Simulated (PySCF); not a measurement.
B(Cl)(F)(NHMe) (CH4BClFN), SMILES ClB(F)NC. Coordinates come from a r2SCAN-D4/def2-SVP optimisation. The structure was generated by enumeration, and PubChem lists no compound with its InChIKey, so it may never have been made. Other conformers were not sampled.

Computed equilibrium geometry at r2SCAN-D4/def2-SVP (PySCF confirms it by a frequency run) as Cartesian coordinates in Å, and its point group (one conformer of several):
point group Cs.
```xyz
9

B      0.2243    -0.1056     0.0000
Cl    -0.3617    -1.7829     0.0000
F      1.5412     0.1042     0.0000
N     -0.6721     0.9611     0.0000
C     -0.3109     2.3643     0.0000
H     -1.6660     0.7594     0.0000
H     -0.6958     2.8859     0.8929
H     -0.6958     2.8859    -0.8929
H      0.7835     2.4548     0.0000
```
